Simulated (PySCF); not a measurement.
Molfile (atoms numbered from 1):
```
C5H10F2OSi
     RDKit          3D

 19 19  0  0  0  0  0  0  0  0999 V2000
    2.0202    0.6693    1.4943 F   0  0  0  0  0  0  0  0  0  0  0  0
    1.9216    1.1875    0.2441 C   0  0  0  0  0  0  0  0  0  0  0  0
    2.4750    2.4015    0.2819 F   0  0  0  0  0  0  0  0  0  0  0  0
    0.6349    1.3255   -0.1258 O   0  0  0  0  0  0  0  0  0  0  0  0
    0.0105    0.2090   -0.7675 C   0  0  1  0  0  0  0  0  0  0  0  0
   -0.1834   -0.9564    0.2070 C   0  0  0  0  0  0  0  0  0  0  0  0
   -1.1344   -0.5086    1.3277 C   0  0  0  0  0  0  0  0  0  0  0  0
   -2.3226    0.6980    0.4587 Si  0  0  0  0  0  4  0  0  0  0  0  0
   -1.3647    0.7133   -1.1884 C   0  0  0  0  0  0  0  0  0  0  0  0
    2.5024    0.5349   -0.4371 H   0  0  0  0  0  0  0  0  0  0  0  0
    0.6347   -0.0893   -1.6322 H   0  0  0  0  0  0  0  0  0  0  0  0
    0.7799   -1.3192    0.5981 H   0  0  0  0  0  0  0  0  0  0  0  0
   -0.6241   -1.7884   -0.3681 H   0  0  0  0  0  0  0  0  0  0  0  0
   -1.6356   -1.3592    1.8114 H   0  0  0  0  0  0  0  0  0  0  0  0
   -0.5709    0.0287    2.1056 H   0  0  0  0  0  0  0  0  0  0  0  0
   -3.7115    0.1655    0.2959 H   0  0  0  0  0  0  0  0  0  0  0  0
   -2.4082    2.0334    1.1197 H   0  0  0  0  0  0  0  0  0  0  0  0
   -1.2912    1.6876   -1.6914 H   0  0  0  0  0  0  0  0  0  0  0  0
   -1.8202   -0.0020   -1.8913 H   0  0  0  0  0  0  0  0  0  0  0  0
  1  2  1  0
  2  3  1  0
  2  4  1  0
  4  5  1  0
  5  6  1  0
  6  7  1  0
  7  8  1  0
  8  9  1  0
  9  5  1  0
  2 10  1  0
  5 11  1  6
  6 12  1  0
  6 13  1  0
  7 14  1  0
  7 15  1  0
  8 16  1  0
  8 17  1  0
  9 18  1  0
  9 19  1  0
M  END
```

Geometry: PBE0-D3(BJ)/def2-SVP; GIAO shifts from PySCF, gas phase, non-relativistic, averaged over equivalent atoms.

At wB97X-D/pcSseg-1 (210 basis functions, 90 s wall time on 1 thread of an Arm Neoverse N1, shared host):
```
atoms  δ (ppm)
   F1    -83.1
   F3    -88.7
   C2    122.3
   C5     81.6
   C6     35.3
   C9     17.5
   C7      2.1
   O4    126.7
  Si8    -25.3
  H10     5.72
  H17     4.32
  H16     4.17
  H11     4.15
  H12     2.22
  H18     1.30
  H15     1.27
  H13     1.03
  H14     0.75
  H19     0.62
```

Chemical shifts δ = σref − σ; CFCl3 for ¹⁹F (187.16 ppm); ¹³C (184.54 ppm) and ²⁹Si (352.93 ppm) and ¹H (31.38 ppm) against TMS; H2O for ¹⁷O (333.19 ppm), all at this level.

Task: What do these become at PBE0/pcSseg-1?

Result: 
| atoms | δ at PBE0/pcSseg-1 | change |
| --- | --- | --- |
| F1 | -89.3 | -6.2 |
| F3 | -94.2 | -5.5 |
| C2 | 122.4 | +0.1 |
| C5 | 82.2 | +0.6 |
| C6 | 35.6 | +0.3 |
| C9 | 17.9 | +0.4 |
| C7 | 2.6 | +0.5 |
| O4 | 132.2 | +5.5 |
| Si8 | -26.8 | -1.5 |
| H10 | 5.75 | +0.03 |
| H17 | 4.35 | +0.03 |
| H16 | 4.19 | +0.02 |
| H11 | 4.25 | +0.10 |
| H12 | 2.28 | +0.06 |
| H18 | 1.34 | +0.04 |
| H15 | 1.32 | +0.05 |
| H13 | 1.08 | +0.05 |
| H14 | 0.80 | +0.05 |
| H19 | 0.68 | +0.06 |

Chemical shifts δ = σref − σ; ¹⁹F (177.25 ppm) against CFCl3; ¹³C (184.41 ppm), ²⁹Si (351.99 ppm), ¹H (31.27 ppm) against TMS; H2O for ¹⁷O (334.56 ppm), all at this level.

The largest change is at F1 (fluorine of a CF2 group). Cost: 210 basis functions, 87 s wall time on 1 thread of an Arm Neoverse N1, shared host. The order of the carbon signals is the same at both levels.

Unscaled 19F shifts against computed CFCl3 carry errors that often reach 10 to 50 ppm. Experimental scales use liquid or dissolved standards, which lie at an offset from isolated H2O (liquid H2O: subtract about 36 ppm).
